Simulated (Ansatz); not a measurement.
Saddle point of SiH4Cl3OF, singlet (SiHCl₂F ([F][SiH]([Cl])[Cl]) + HCl + H₂O → SiCl₃F ([F][Si]([Cl])([Cl])[Cl]) + H₂O + H₂; bonds formed: Si1–Cl3, H2–H8, O9–H10; bonds broken: Si1–H2, Cl3–H10, H8–O9), PBE0-D4/def2-TZVP structure:

```
10
angstrom
Si -0.4573 -0.7741 0.7107
H 0.2524 -0.8692 -0.6826
Cl -1.6862 0.8115 -0.3940
Cl -1.9251 -0.8103 2.1749
Cl 0.0200 -2.7975 0.8599
H 1.4518 1.5755 -0.5952
F 0.6839 0.1485 1.3766
H 0.8150 0.1444 -1.0472
O 0.9219 1.1795 -1.3056
H -0.0765 1.3920 -1.0973
```

Energies are electronic, without zero-point energy. Barriers and step energies count from the start structure reached by relaxing down the imaginary mode; all methods use the PBE0-D4 structures, on which another method's saddle can fall below an end. Ansatz 0.2.0; basis: def2-TZVPP, with def2-QZVPP for the basis limit; cores frozen in the correlated methods. B3LYP uses VWN-RPA correlation. Extrapolation: Hartree–Fock as exp(−7.88 √X), correlation as X^−2.97.

```csv
method,barrier (eV),step energy (eV)
SPW92,?,-0.209
PBE-D4,1.201,-0.387
BLYP-D4,1.486,-0.408
r2SCAN-D4,1.287,-0.464
B97M-V,1.470,-0.489
PBE0-D4,1.351,-0.401
B3LYP-D4,1.581,-0.402
r2SCAN0-D4,?,-0.455
BHLYP-D4,1.763,-0.415
CAM-B3LYP-D4,1.618,-0.355
wB97X-V,1.570,-0.435
wB97M-V,1.500,-0.471
B2PLYP,1.660,-0.395
PBE-QIDH,1.486,-0.434
RPA on PBE,?,-0.419
HF,2.420,-0.407
MP2,1.574,-0.497
CCSD,1.808,-0.403
CCSD(T),1.672,-0.422
```

Fill in the withheld barriers. (To be estimated.)

The calculation gives: RPA on PBE 1.723; r2SCAN0-D4 1.397; SPW92 0.703 eV. Each is the energy of the saddle less that of the start structure, by the same method.

For comparison, the barrier by CCSD(T) at an estimated basis limit (MP2 extrapolated from triple and quadruple zeta, plus CCSD(T) − MP2 in triple zeta) is 1.592 eV.

T1 diagnostic: at most 0.011.

Labels in which every atom is bracketed show which atoms are joined, not bond orders.

For scale, one of the runs: CCSD(T)/def2-TZVPP, 286 basis functions, launched by `ansatz run in.yaml --threads 8 --pin off --events-out ev --progress --plain --max-ram 19148MiB`. Hardware: 8 CPU threads of an Arm Neoverse V2, shared host. Wall time 4 min; peak host memory 8.3 GiB.
